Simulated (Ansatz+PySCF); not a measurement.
Values are calculated unless marked as measured or tabulated.
**Several solutions for quartet CrN**

```yaml
atoms:
  - { symbol: Cr, position_ang: [0.0000, 0.0000, 0.0000] }
  - { symbol: N, position_ang: [0.0000, 0.0000, 1.6255] }
```

Basis set: def2-SVP (spherical functions). Charge 0, multiplicity 4.

UHF was run from several starts with Ansatz (development build ahead of 0.2.0) and PySCF 2.14.0.

```tsv
run	program	start	converged	energy (hartree)	<S²>
A	PySCF	program defaults	yes	-1097.31625	4.02
B	Ansatz	atomic start, no search	yes	-1097.49237	5.58
C	PySCF	guess minao, instabilities followed	yes	-1097.49237	5.58
D	Ansatz	search for the lowest state	yes	-1097.49237	5.58
E	PySCF	guess huckel, instabilities followed	yes	-1097.49237	5.58
F	Ansatz	stability test followed	yes	-1097.49237	5.58
G	PySCF	guess atom, instabilities followed	yes	-1097.49237	5.58
```

Task: Which runs reached the lowest solution of this kind, and what is wrong with the others?

Result: B, C, D, E, F, G reached the lowest solution found. Converged but too high: A by 4.79 eV. Convergence only shows a stationary point, and even a stable one can lie too high; stability tests and further starts are what find lower ones. Caution: another spin multiplicity may lie lower. Caution: the unrestricted determinant is a mixture of spin states.
